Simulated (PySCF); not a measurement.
GaN (SMILES [N]=[Ga]), triplet, at a GFN2-xTB geometry (such geometries of metal compounds can be far from the true shape), atoms displaced at random by about 0.08 Å a coordinate; R2SCAN/STO-3G, gradient in PySCF.

Here is a job for PySCF.
```python
from pyscf import gto, scf, dft

mol = gto.M(
    atom='''
Ga    0.074953   -0.033696   -0.271261
N     0.207417   -0.015364    1.535114
''',
    basis='sto-3g',
    charge=0,
    spin=2,
    verbose=4,
)

mf = dft.UKS(mol)
mf.xc = 'r2scan'
mf.grids.level = 1
mf.kernel()
g = mf.nuc_grad_method()
g.grid_response = True
grad = g.kernel()
```

### Question
Predict the main parts of the log of this PySCF run.

### Answer

```
PySCF version 2.14.0

[INPUT] verbose = 4
[INPUT] num. atoms = 2
[INPUT] num. electrons = 38
[INPUT] charge = 0
[INPUT] spin (= nelec alpha-beta = 2S) = 2
[INPUT] symmetry False subgroup None
[INPUT] Mole.unit = angstrom
[INPUT] Symbol           X                Y                Z      unit          X                Y                Z       unit  Magmom
[...]
nuclear repulsion = 63.3966237412218
number of shells = 11
number of NR pGTOs = 69
number of NR cGTOs = 23
basis = sto-3g
ecp = {}

******** <class 'pyscf.dft.uks.UKS'> ********
method = UKS
initial guess = minao
damping factor = 0
level_shift factor = 0
DIIS = <class 'pyscf.scf.diis.CDIIS'>
diis_start_cycle = 1
diis_space = 8
diis_damp = 0
SCF conv_tol = 1e-09
SCF conv_tol_grad = None
SCF max_cycles = 50
direct_scf = True
direct_scf_tol = 1e-13
number electrons alpha = 20  beta = 18
XC library pyscf.dft.libxc version 7.1.2
    S. Lehtola, C. Steigemann, M. J. T. Oliveira, and M. A. L. Marques,  SoftwareX 7, 1–5 (2018)
XC functionals = r2scan
    J. W. Furness, A. D. Kaplan, J. Ning, J. P. Perdew, and J. Sun,  J. Phys. Chem. Lett. 11, 8208–8215 (2020)
    J. W. Furness, A. D. Kaplan, J. Ning, J. P. Perdew, and J. Sun,  J. Phys. Chem. Lett. 11, 9248–9248 (2020)
    J. W. Furness, A. D. Kaplan, J. Ning, J. P. Perdew, and J. Sun,  J. Phys. Chem. Lett. 11, 8208–8215 (2020)
    J. W. Furness, A. D. Kaplan, J. Ning, J. P. Perdew, and J. Sun,  J. Phys. Chem. Lett. 11, 9248–9248 (2020)
radial grids:
    Treutler-Ahlrichs [JCP 102, 346 (1995); DOI:10.1063/1.469408] (M4) radial grids

becke partition: Becke, JCP 88, 2547 (1988); DOI:10.1063/1.454033
pruning grids: <function nwchem_prune>
grids dens level: 1
symmetrized grids: False
atomic radii adjust function: <function treutler_atomic_radii_adjust>
small_rho_cutoff = 0
Set gradient conv threshold to 3.16228e-05
tot grids = 12536
init E= -1954.08637564247

cycle= 1 E= -1956.17105970526  delta_E= -2.08  |g|= 0.169  |ddm|= 1.67
cycle= 2 E= -1943.14897133205  delta_E=   13  |g|= 3.56  |ddm|= 3.67
cycle= 3 E= -1954.97939286725  delta_E= -11.8  |g|= 1.16  |ddm|= 2.92
cycle= 4 E= -1955.36463389063  delta_E= -0.385  |g|= 0.829  |ddm|= 0.476
cycle= 5 E= -1955.93975650626  delta_E= -0.575  |g|= 0.412  |ddm|= 1.04
cycle= 6 E= -1955.99781562117  delta_E= -0.0581  |g|= 0.502  |ddm|= 0.621
cycle= 7 E= -1956.02670773546  delta_E= -0.0289  |g|= 0.44  |ddm|= 0.0921
cycle= 8 E= -1956.15253433933  delta_E= -0.126  |g|= 0.279  |ddm|= 1.39
[...]
cycle= 25 E= -1955.56730872792  delta_E= 0.525  |g|= 0.643  |ddm|= 1.92
cycle= 26 E= -1956.18562511568  delta_E= -0.618  |g|= 0.218  |ddm|= 1.65
cycle= 27 E= -1956.1819127419  delta_E= 0.00371  |g|= 0.184  |ddm|= 0.559
cycle= 28 E= -1956.18152723894  delta_E= 0.000386  |g|= 0.222  |ddm|= 0.839
cycle= 29 E= -1956.20731033095  delta_E= -0.0258  |g|= 0.12  |ddm|= 0.165
cycle= 30 E= -1956.20332003019  delta_E= 0.00399  |g|= 0.146  |ddm|= 0.0663
cycle= 31 E= -1956.21719371377  delta_E= -0.0139  |g|= 0.0337  |ddm|= 0.21
cycle= 32 E= -1956.21408272111  delta_E= 0.00311  |g|= 0.0802  |ddm|= 0.263
cycle= 33 E= -1956.216318947  delta_E= -0.00224  |g|= 0.0621  |ddm|= 0.113
cycle= 34 E= -1956.21638859165  delta_E= -6.96e-05  |g|= 0.0653  |ddm|=  0.1
cycle= 35 E= -1956.21426869559  delta_E= 0.00212  |g|= 0.085  |ddm|= 0.0785
cycle= 36 E= -1956.21781569132  delta_E= -0.00355  |g|= 0.047  |ddm|= 0.11
cycle= 37 E= -1956.2151338639  delta_E= 0.00268  |g|= 0.0811  |ddm|= 0.165
cycle= 38 E= -1956.21618313436  delta_E= -0.00105  |g|= 0.0693  |ddm|= 0.0695
cycle= 39 E= -1956.21365764087  delta_E= 0.00253  |g|= 0.09  |ddm|= 0.0956
cycle= 40 E= -1956.21412223944  delta_E= -0.000465  |g|= 0.0868  |ddm|= 0.0949
cycle= 41 E= -1956.21308107701  delta_E= 0.00104  |g|= 0.0963  |ddm|= 0.134
cycle= 42 E= -1956.21356696938  delta_E= -0.000486  |g|= 0.0925  |ddm|= 0.0251
cycle= 43 E= -1956.21301012872  delta_E= 0.000557  |g|= 0.0975  |ddm|= 0.0296
cycle= 44 E= -1956.21781842817  delta_E= -0.00481  |g|= 0.0496  |ddm|= 0.123
cycle= 45 E= -1956.21717625444  delta_E= 0.000642  |g|= 0.0573  |ddm|= 0.254
cycle= 46 E= -1956.219405501  delta_E= -0.00223  |g|= 0.034  |ddm|= 0.177
cycle= 47 E= -1956.21989790372  delta_E= -0.000492  |g|= 0.0216  |ddm|= 0.0305
cycle= 48 E= -1956.22023634493  delta_E= -0.000338  |g|= 0.0132  |ddm|= 0.0666
cycle= 49 E= -1956.22054547008  delta_E= -0.000309  |g|= 0.00174  |ddm|= 0.12
cycle= 50 E= -1956.22064253957  delta_E= -9.71e-05  |g|= 0.00651  |ddm|= 0.111
SCF not converged.
SCF energy = -1956.22064253957 after 50 cycles  <S^2> = 2.0709328  2S+1 = 3.0469216

WARN: Ground state UKS not converged

******** <class 'pyscf.grad.uks.Gradients'> for <class 'pyscf.dft.uks.UKS'> ********
unit = Eh/Bohr
grid_response = True
--------------- UKS gradients ---------------
         x                y                z
0 Ga    -0.0117611441    -0.0014657176    -0.1526896066
1 N     0.0117611441     0.0014657176     0.1526896066
----------------------------------------------
```

Convergence was not reached.
